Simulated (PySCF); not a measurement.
# Vanadium: a sound run and one with changed settings

Sound run: V⁺ [Ar] 3d4, V²⁺ [Ar] 3d3. All numbers are calculated (PySCF 2.14, the spin-free X2C one-electron Hamiltonian (Gaussian nucleus), in Sapporo-DKH3-DZP-2012 (6s5p3d1f, 43 functions)). In the sound run the correlated levels freeze [Ar]. The sound run starts from symmetry-adapted Hartree-Fock orbitals and uses a fine grid where one is needed.

Changed run: initial guess minao, at most 50 SCF cycles, level shift 0.5 hartree.

```csv
species,method,sound run (hartree),changed run (hartree),converged
V⁺,UHF,-947.89436,-947.90908,yes
V⁺,BP86,-949.04916,-949.03058,yes
V⁺,PBE0,-948.72101,-948.70409,yes
V²⁺,UHF,-947.40902,-947.40902,yes
V²⁺,BP86,-948.48594,-948.48594,yes
V²⁺,PBE0,-948.17036,-948.17036,yes
V²⁺,MP2,-947.42157,-947.41895,yes
```

The plain start fixes occupations by D2h representation alone, and V⁺ at UHF, V⁺ at BP86, V⁺ at PBE0 landed in another state (other ⟨L²⟩ or ⟨S²⟩). A level shift leaves the converged SCF energy unchanged but raises the virtual orbital energies, which shrinks MP2 if it is not removed.
